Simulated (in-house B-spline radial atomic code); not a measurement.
Values are calculated unless marked as measured or tabulated.
**Making a Troullier-Martins s channel for Ni, r_c = 0.82 bohr**

Ni, [Ar] 3d8 4s2, non-relativistic PBE, spherical and spin-unpolarised, from an all-electron radial atomic-structure program (B-spline basis) (atomic units). The all-electron 3s level is ε = -3.970797 hartree, its outermost node lies just inside 0.31 bohr and its outer maximum at 0.65 bohr.

Inside r_c the pseudo-orbital is u(r) = r^1 exp(p(r)), with p = c0 + c2 r² + c4 r⁴ + … + c12 r¹². The seven coefficients follow from p and its first four derivatives at r_c, from zero curvature of the screened potential at the origin, c4 = −c2²/(2l + 5), and from the norm inside r_c. At r_c the all-electron orbital has P = 1.142879, P' = -1.419313, the screened potential V = -5.523486, V' = 15.77629, V'' = -60.3547, and the norm inside is Q = 0.6443622.

Problem. What are p, p' and p'' at r_c?

Solution. p = ln(P/r_c^1) = ln(1.142879/0.82) = 0.33200. p' = P'/P − 1/r_c = -1.24188 − 1.21951 = -2.46139. The radial equation gives p'' = 2(V − ε) − 2(1) p'/r_c − p'² = -3.10538 − (-6.00338) − 6.05843 = -3.16042. Differentiating, p''' = 2V' + 2(1)p'/r_c² − 2(1)p''/r_c − 2p'p'' = 16.382, and p'''' = 2V'' − 4(1)p'/r_c³ + 4(1)p''/r_c² − 2(1)p'''/r_c − 2p''² − 2p'p''' = -100.94.

For a trial c2 the five matching conditions are linear in c0, c6, c8, c10 and c12, and c2 is varied until the norm inside r_c equals Q. The root nearest zero gives:

```tsv
n	c_n
0	0.3714246
2	2.753471
4	-1.516321
6	-22.09518
8	49.85678
10	-43.46301
12	14.00414
```

Problem. Check c4 and p(r_c), and find the screened pseudopotential at the origin.

Solution. −c2²/5 = -1.51632, as listed. The terms c_n r_c^n are 0.37142, 1.85143, -0.68556, -6.71708, 10.19143, -5.97390, 1.29426, which sum to 0.33200. Inverting the radial equation, V_l(r) = ε + 1 p'/r + (p'' + p'²)/2, so V_l(0) = ε + (2l + 3) c2 = -3.970797 + 3 × (2.75347) = 4.2896 hartree, finite where the all-electron potential diverges.

Orbitals and screened potentials:

| r (bohr) | P | u | V all-electron | V pseudo |
| --- | --- | --- | --- | --- |
| 0.082 | -0.1256 | 0.1211 | -255.4 | 4.267 |
| 0.205 | -0.6208 | 0.3323 | -73.32 | 3.494 |
| 0.328 | 0.1743 | 0.615 | -34.56 | -0.02087 |
| 0.451 | 0.911 | 0.9586 | -19.57 | -6.382 |
| 0.574 | 1.248 | 1.228 | -12.2 | -10.61 |
| 0.697 | 1.276 | 1.274 | -8.021 | -8.672 |
| 0.82 | 1.143 | 1.143 | -5.523 | -5.523 |

Logarithmic derivatives P'/P at R = 1.12 bohr, for energies E around ε:

```tsv
E − ε (hartree)	all-electron	pseudo
-0.5	-0.603095	-0.604984
-0.25	-1.23449	-1.23516
-0.1	-1.70389	-1.70404
0	-2.0679	-2.06792
0.1	-2.48369	-2.4839
0.25	-3.23374	-3.23526
0.5	-5.00615	-5.01638
```

Problem. With P(R) = 0.6804199 and a norm of 0.8983222 inside R, what slope in energy does norm conservation fix?

Solution. d(P'/P)/dE = −2 × (norm inside R)/P(R)² = -3.8807 per hartree·bohr at E = ε, for both atoms, since orbital and norm agree at R. Differences over ±0.1 hartree give -3.8990 (all-electron) and -3.8993 (pseudo), which also hold third-order terms. Half a hartree below ε the two curves differ by -0.0019.
